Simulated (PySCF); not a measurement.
HP2, SMILES P#[PH+], charge +1. Geometry optimised at TPSSh-D3(BJ)/def2-TZVPD. The isomer is the one that the SMILES or the coordinates give; other isomers of the formula were not compared.

TDA-B3LYP/def2-TZVPD run with PySCF puts the lowest singlet excitations at 3.66, 3.96, 3.96, 5.03, 5.03, 6.40 eV and the lowest triplet (TDA) at 2.64 eV.

Question: What are the lowest singlet roots from EOM-CCSD/aug-cc-pVDZ run with PySCF? (Estimate from the structure and the level; the computed values follow.)

Answer: 4.29, 4.56, 4.56, 5.62, 5.62, 6.58 eV; triplets 2.65, 3.56, 3.56 eV. S1 differs by 0.64 eV (second minus first; roots are paired by order, and the bases may differ).
